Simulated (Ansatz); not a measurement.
Ansatz (a program for electronic structure) input (PBE0/def2-TZVPD):

Ansatz 0.2 input:
```yaml
crystal:
  periodic: [false, false, false]
  atoms:
    - {symbol: C, position_ang: [-2.47027861, -0.72359314, -0.18081198]}
    - {symbol: Ga, position_ang: [-0.59190978, -0.17575260, -0.04962525]}
    - {symbol: Br, position_ang: [1.14760725, -1.68466173, 0.00290408]}
    - {symbol: Br, position_ang: [0.04177407, 2.03479688, 0.08858755]}
    - {symbol: H, position_ang: [-2.53979121, -1.71100605, -0.63283235]}
    - {symbol: H, position_ang: [-3.02437243, 0.00503841, -0.77006954]}
    - {symbol: H, position_ang: [-2.89330729, -0.75887332, 0.82394969]}
basis:
  gaussian:
    orbitals: def2-TZVPD
hamiltonian:
  xc: {name: PBE0}
magnetization: {spin_polarized: true, initial_magnetization: 2}
```

End of the output:

```
0.34 GiB of the device are held for the grids
2.11 GiB of device memory are held for the factors and their scratch space
mean field: 1.63 GiB planned
mean field evaluation 1: about -193522.1442 eV, gradient 4.2e1 eV
mean field evaluation 2: about -193506.0360 eV, gradient 6.0e1 eV
mean field evaluation 4: about -193529.8159 eV, gradient 7.0e0 eV
mean field evaluation 8: about -193529.9528 eV, gradient 4.2e-1 eV
mean field evaluation 16: about -193530.7446 eV, gradient 5.4e-2 eV
mean field evaluation 32: about -193530.8739 eV, gradient 5.0e-2 eV
mean field evaluation 64: about -193530.7950 eV, gradient 3.8e-1 eV
mean field evaluation 96: about -193530.6406 eV, gradient 4.7e0 eV
mean field evaluation 128: about -193530.8591 eV, gradient 2.3e-1 eV
mean field -193530.88177847 eV, -7112.1287254154 hartree, gradient 3.7e-6 eV, S^2 2.007393; 18 other end points of the search recorded, 0 dependent functions left out
reference -193530.88182389 eV, -7112.1287270846 hartree; 56, 54 occupied and 176, 178 virtual orbitals, 1695 factors
Total energy: -193530.88182389 eV, -7112.1287270846 hartree
```

This state (charge 0, triplet) is run at the relaxed geometry of the species with charge 0 and multiplicity 1, and is a spin state other than that species' own.
